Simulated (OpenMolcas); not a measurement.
**neutral oxygen: the spin-orbit constant, Slater's ratio, worked from levels**

```json
{
 "Program": "OpenMolcas",
 "Basis": "ANO-RCC-VTZP [4s3p2d1f]",
 "Scalar Hamiltonian": "DKH2, point nucleus",
 "Active space": "6 electrons in 4 orbitals (2s 2p)",
 "State averaging": "2S+1 = 3 even, 3 roots; 2S+1 = 1 even, 6 roots kept (CI in the orbitals of an earlier block); 2S+1 = 3 odd, 3 roots (0 in the spin-orbit step)",
 "Spin-orbit coupling": "RASSI with atomic mean-field integrals over the reference wave functions, term energies averaged over their components"
}
```

Methods: CASSCF; SS-CASPT2, IPEA 0.25 Eh, imaginary shift 0.1 Eh (closed shells correlated: 1s). Measured levels: NIST Handbook of Basic Atomic Spectroscopic Data.

**The spin-orbit constant.** For the Hund term ³P of p4, E(J) = (A/2) J(J+1) + constant and ζ = -2S·A = -2A. From J = 0 to J = 2 the energy changes by 3 A.

| Source | E(2) - E(0) | A | ζ |
| --- | --- | --- | --- |
| CASSCF | -222.3 | -74.1 | 148 |
| SS-CASPT2 | -222.4 | -74.1 | 148 |
| measured | -227.0 | -75.7 | 151 |

All in cm-1. SS-CASPT2 is off by -2.0 % and CASSCF by -2.1 %. Both methods take the spin-orbit matrix elements from the reference wave functions, so the second can move ζ only through the term energies and any multistate remixing. Second-order mixing with other terms is absorbed into this ζ.

**Slater's ratio.** With one set of orbitals, p4 has ¹D - ³P = 6 F2 and ¹S - ¹D = 9 F2 (F2 = F²/25), a ratio of 3/2. Term energies are centres of gravity, weighted by 2J + 1.

```tsv
Source	¹D - ³P	¹S - ³P	F2 from the first	Ratio
CASSCF	17732	32330	2955	0.823
SS-CASPT2	16045	33521	2674	1.089
measured	15790	33715	2632	1.135
```

Energies in cm-1. A ratio away from 3/2 shows effects beyond one configuration with one set of orbitals, and in heavier atoms second-order spin-orbit shifts. In CASSCF the valence s occupation is 1.92 in ¹S against 2.00 in ¹D: mixing out of s² acts most on ¹S and pulls it down.

Term energies are means over components that CASPT2 splits; among the terms shown or strongly mixed into the levels shown the widest spread is 94 cm-1 (2s² 2p⁴ ¹D, SS-CASPT2). Terms from blocks run as CI alone lack orbitals of their own. Without dynamic correlation excited terms often stand tens of per cent too high (terms of higher spin than the ground term too low), and those without a measured partner can miss by more than the paired ones (holds for CASSCF). Measured partners are found by configuration, term and J. A level has none where our copy of the source lacks it or the pairing is in doubt (some pairs that miss far off the trend of their configuration count as doubtful), and it then counts in no deviation. Only configurations of the active space appear.
